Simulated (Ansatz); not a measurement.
Mulliken charges of `[F][GeH]([AlH2])[SiH3]` from r2SCAN/def2-TZVPP in Ansatz (PBE0-D4/def2-TZVP geometry).

```tsv
atom	x (Å)	y (Å)	z (Å)	charge (e)
F1	-2.055	0.961	-0.465	-0.404
Ge2	-0.444	0.274	-0.692	0.282
Al3	1.225	2.015	-0.073	0.503
Si4	-0.452	-1.750	0.588	0.113
H5	-0.407	-0.107	-2.194	-0.032
H6	2.763	1.672	-0.260	-0.157
H7	0.759	3.405	0.523	-0.149
H8	-1.574	-2.634	0.179	-0.049
H9	0.841	-2.452	0.361	-0.053
H10	-0.574	-1.434	2.035	-0.055
```

Task: By hand: the dipole of these point charges (1 e Å = 4.8032 D).

Result: Σ q r = (0.800, 0.076, -0.084) e Å, of length 0.808 e Å = 3.88 D.

Task: How does the dipole of the full density compare? (Estimate.)

Result: Ansatz gave: (0.429, -0.085, 0.005) e Å, 2.10 D; the point charges give 1.85 times that, at 18° from its direction.

Point charges leave out the atoms' own dipoles, such as those of lone pairs, and Mulliken's split depends on the basis, so the two needn't agree.
